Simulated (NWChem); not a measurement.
Atomisation of CNO

```xyz
3

O      0.0000     0.0000     1.1506
C      0.0000     0.0000    -0.0418
N      0.0000     0.0000    -1.2791
```
Charge 0, spin multiplicity 2.

The numbers come from NWChem runs, not from measurements. Structure: optimised with UPBE/def2-SVP, a minimum by its harmonic frequencies.

Basis set: def2-TZVP. The atomisation energy is electronic alone: no zero-point, thermal, spin-orbit or counterpoise terms. No value is extrapolated to the basis-set limit. Free atoms are single determinants with multiplicities O 3, C 3, N 4. Correlated methods freeze the same cores in atoms and molecule, 3 orbitals in all.

The cost column gives rough processor time relative to B3LYP; each entry includes its own SCF. Costs are the molecule's.

B3LYP has NWChem's definition, with VWN1-RPA local correlation. The structure started from a generated list of species. The unpaired electrons of the parent sit in orbitals of symmetry b1 (C2v labels of the run); other states weren't searched. No SCF solution was tested for a lower state. Open-shell Hartree-Fock references start from PBE0 orbitals; any time given for them includes that run. No row is a measurement; the coupled-cluster row has its own basis-set and correlation limits.

```tsv
method	atomisation energy (kcal/mol)	relative cost	remark
B3LYP	…	1	-
MP2	…	4	-
BP86	347.3	under 3	-
r2SCAN	…	under 3	-
PBE	350.0	under 3	-
PBE0	323.8	under 3	-
LDA (SVWN5)	395.0	under 3	-
BHandHLYP	291.3	under 3	-
HF	…	under 3	-
CCSD(T)	303.1	20	large amplitudes
```

Task: Some entries are withheld; supply them.

Result: 
- B3LYP, atomisation energy (kcal/mol): 322.5
- MP2, atomisation energy (kcal/mol): 314.2
- r2SCAN, atomisation energy (kcal/mol): 324.6
- HF, atomisation energy (kcal/mol): 178.0
